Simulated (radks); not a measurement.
Values are calculated unless marked as measured or tabulated.
All-electron atom: Li+ in 2p2 (not the ground configuration). Code: a radial shooting solver on a logarithmic mesh with Libxc functionals. Model: scalar-relativistic Kohn-Sham, r2SCAN, spin-polarised, spherical densities, finite nucleus; open shells are filled with parallel spins first; meta-GGA in the generalised Kohn-Sham scheme; Fermi nuclear charge, rms radius 2.444 fm.

Normalised radial functions P(r) = r R(r), r in bohr:

r	1s up	2p up
0.02846	0.2657	0.0020
0.03314	0.3050	0.0027
0.03858	0.3493	0.0037
0.04491	0.3990	0.0049
0.05228	0.4544	0.0066
0.06086	0.5156	0.0088
0.07085	0.5825	0.0118
0.08249	0.6550	0.0157
0.09603	0.7323	0.0208
0.1118	0.8133	0.0276
0.1301	0.8964	0.0363
0.1515	0.9791	0.0477
0.1764	1.0583	0.0623
0.2053	1.1302	0.0810
0.239	1.1899	0.1045
0.2783	1.2325	0.1337
0.324	1.2525	0.1696
0.3771	1.2454	0.2129
0.4391	1.2075	0.2642
0.5111	1.1379	0.3235
0.595	1.0356	0.3894
0.6927	0.9055	0.4597
0.8064	0.7589	0.5320
0.9388	0.6065	0.6011
1.093	0.4579	0.6596
1.272	0.3225	0.6986
1.481	0.2096	0.7123
1.724	0.1242	0.6959
2.007	0.0661	0.6467
2.337	0.0310	0.5676
2.721	0.0126	0.4665
3.167	0.0044	0.3555
3.687	0.0012	0.2482
4.293	0.0003	0.1569
4.997	0.0000	0.0886
5.818	0.0000	0.0440
6.773	0.0000	0.0189

1s up (empty): eigenvalue -97.972 eV, 0 radial nodes, <r> = 0.518 bohr, 90 % of the charge inside 0.926 bohr. 2p up: eigenvalue -14.376 eV, 0 radial nodes, <r> = 1.90 bohr, 90 % of the charge inside 3.07 bohr.
